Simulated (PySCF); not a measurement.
## Polarisability and C₆ of Os (osmium, neutral)

[Xe] 4f14 5d6 6s2, high-spin 5D determinant. Calculation: PySCF 2.14, in ANO-RCC-VTZP (8s7p5d3f2g1h, 104 functions); scalar relativity by spin-free X2C-1e. Coupled (time-dependent) response in atomic units; α is the mean over directions. The basis has no added diffuse functions, which lowers α and C₆.

```csv
method,mean α (bohr³),"α xx, yy, zz",C₆ (like pair),S(−4)
PBE,44.25,"43.39, 43.39, 45.98",467.5,630.7
```

S(−4) is the Cauchy moment in α(ω) = α(0) + S(−4) ω² + …

Reference α: 57 ± 3 bohr³ (recommended; Schwerdtfeger and Nagle, table of static dipole polarizabilities (2023 update)). Published C₆: 584.0 (Gould and Bucko (2016)).

Spin-orbit coupling is absent.

α(iu) at PBE:

```csv
u (hartree),α(iu) (bohr³)
0,44.25
0.0500,42.75
0.100,38.93
0.200,29.38
0.300,21.66
0.500,13.10
0.750,8.558
1.00,6.351
1.50,4.117
2.00,2.938
3.00,1.725
5.00,0.8164
```

A single London oscillator, α(iu) = α/(1 + u²/ω²), gives C₆ = (3/4) ω α². Matching the computed C₆ needs ω = 4 × 467.5 / (3 × 44.25²) = 0.318 hartree.

The components differ because the open shell of this determinant is not spherical; for a pure term their mean is the scalar polarisability.

Spin-orbit coupling, absent here, splits the open shell strongly.
